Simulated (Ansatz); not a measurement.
Cartesian coordinates in Å:
```
N -0.6973 -1.3378 -1.6185
Zn -0.0885 -0.1834 -0.3485
Al 0.6318 1.4029 1.3722
Cl 0.2744 0.8591 3.3860
H -0.4339 -1.2854 -2.5897
H -1.0397 -2.2619 -1.4086
H 1.3532 2.8065 1.2071
```

The species carries charge 0 and has multiplicity 1.

List the r2SCAN/def2-TZVPP orbital energies in eV (the Gaussian-basis code of Ansatz). (Best estimate.)

Computed: Occupied: -9434.99, -2752.91, -1517.81, -1144.39, -1007.00, -1006.98, -1006.92, -384.39, -254.31, -192.80, -192.75, -192.71, -130.29, -111.24, -86.11, -86.05, -85.92, -71.58, -71.40, -71.32, -21.14, -20.79, -12.56, -12.37, -11.89, -11.89, -11.88, -11.13, -10.71, -9.07, -8.64, -8.29, -8.17, -6.55, -5.71. Lowest empty: -2.60, -1.55, -0.62, 0.35, 0.95, 1.75, 2.18, 2.85.
